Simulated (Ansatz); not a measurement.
`ClC(Cl)(Cl)Br` + CH₄ → `CC(Cl)(Cl)Cl` + HBr at 600 K and 1 bar (formal exchange of groups at a C–Br bond).

Program: Ansatz. Geometries: PBE0-D4/def2-TZVP. ΔE: electronic, gas phase. CCSD(T)/CBS adds triple-zeta CCSD(T) − MP2 to the extrapolated MP2 energy (def2 sets, frozen cores). This one scheme is used for every species. For Br outer-core shells are correlated without core-valence functions, which leaves a few kJ/mol of doubt a bond. Scalar relativity is left out up to krypton.

| species | CCSD(T)/CBS energy (Eh) | H − E (kJ/mol) | S (J/(mol·K)) |
| --- | --- | --- | --- |
| `ClC(Cl)(Cl)Br` | -3990.67181 | 70.0 | 398.2 |
| CH₄ | -40.46206 | 140.4 | 215.7 |
| `CC(Cl)(Cl)Cl` | -1457.23880 | 176.0 | 395.2 |
| HBr | -2573.91920 | 33.5 | 219.1 |

H − E and S are ideal-gas, rigid-rotor, harmonic terms from PBE0-D4/def2-TZVP. 1 Eh = 2625.50 kJ/mol, R = 8.31446 J/(mol·K).

**Question.** By hand: ΔE, ΔH, ΔS and ΔG.

**Answer.** ΔE = (-1457.23880) + (-2573.91920) − (-3990.67181) − (-40.46206) = -0.02413 Eh = -63.4 kJ/mol. Δ(H − E) = 176.0 + 33.5 − 70.0 − 140.4 = -0.9, so ΔH = -64.3 kJ/mol. ΔS = 395.2 + 219.1 − 398.2 − 215.7 = 0.4 J/(mol·K). ΔG = -64.3 − 600 × (0.4)/1000 = -64.5 kJ/mol.

**Question.** By hand: the equilibrium constant, and the temperature at which ΔG would vanish if ΔH and ΔS stayed fixed.

**Answer.** log₁₀ K = −ΔG/(RT ln 10) = 5.6. ΔH and −TΔS have one sign here, so there is no such temperature. One of them is within its doubt of zero, so this could turn.

The number of gas molecules stays the same, so ΔS is small and ΔH decides. A doubt of 5 kJ/mol in ΔE shifts log₁₀ K by 0.4 here. These are equilibria of isolated gas molecules and say nothing of rates. Largest T1 diagnostic: 0.009 (customary marks: 0.02 for closed shells, 0.045 for open ones).
